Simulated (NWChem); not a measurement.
Molecule: BH2Se2F; SMILES FB([SeH])[SeH]

```xyz
6

B      0.6400     0.0072     0.0000
F      1.9663     0.0401     0.0000
Se    -0.3093    -1.7124     0.0000
H      0.9367    -2.5146     0.0000
Se    -0.2843     1.7403     0.0000
H     -1.6507     1.1708     0.0000
```
Atoms are numbered in this order, from 1.

Results from NWChem. Geometry: optimised at B3LYP/6-31G* (spherical d). Vertical excitations in the gas phase.

### Question
What does the run give for Hartree-Fock/def2-SVP, CIS? Quantities: lowest excitation, singlet (eV); oscillator strength of that lowest state; lowest state with f > 0.02, singlet (eV); orbital gap (eV).

### Answer
The lowest excitation, singlet (eV) is 6.16. The oscillator strength of that lowest state is 0.000 and the lowest state with f > 0.02, singlet (eV) comes out as 7.17. The orbital gap (eV) is 12.81.
